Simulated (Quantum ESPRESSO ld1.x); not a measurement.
Results of a calculation; reference values are marked as such.
Numerical settings for the silicon ion Si2+, [Ne] 3s2. Level of theory: scalar-relativistic Kohn-Sham, PBEsol, spin-unpolarised, spherical densities, point nucleus (ld1.x of Quantum ESPRESSO 7.5). With the defaults (dx = 0.008, xmin = -8.0, rmax = 100, beta = 0.2, tr2 = 1e-14) the mesh has 1907 points, the cycle takes 24 iterations, E = -288.428692 hartree and the 3s eigenvalue is -1.04696 hartree. The mesh is r = exp(xmin + i dx)/Z up to rmax; beta is the mixing and tr2 the threshold. One setting is changed at a time.

dx = 0.04: mesh points 383; iterations 24; change of E (mhartree) -4.228; change of e(3s) (mhartree) +0.165
dx = 0.0125: mesh points 1221; iterations 24; change of E (mhartree) -0.252; change of e(3s) (mhartree) +0.010
xmin = -5: mesh points 1531; iterations 21; change of E (mhartree) -49.684; change of e(3s) (mhartree) +0.045
xmin = -6: mesh points 1657; iterations 20; change of E (mhartree) +1.718; change of e(3s) (mhartree) +0.004
rmax = 15: mesh points 1669; iterations 24; change of E (mhartree) 0.000; change of e(3s) (mhartree) 0.000
rmax = 30: mesh points 1757; iterations 24; change of E (mhartree) 0.000; change of e(3s) (mhartree) 0.000
beta = 0.8: mesh points 1907; iterations 11; change of E (mhartree) 0.000; change of e(3s) (mhartree) 0.000
beta = 0.05: mesh points 1907; iterations 36; change of E (mhartree) 0.000; change of e(3s) (mhartree) 0.000
tr2 = 1e-10: mesh points 1907; iterations 18; change of E (mhartree) +0.017; change of e(3s) (mhartree) 0.000
tr2 = 0.0001: mesh points 1907; iterations 10; change of E (mhartree) +5.717; change of e(3s) (mhartree) -0.058
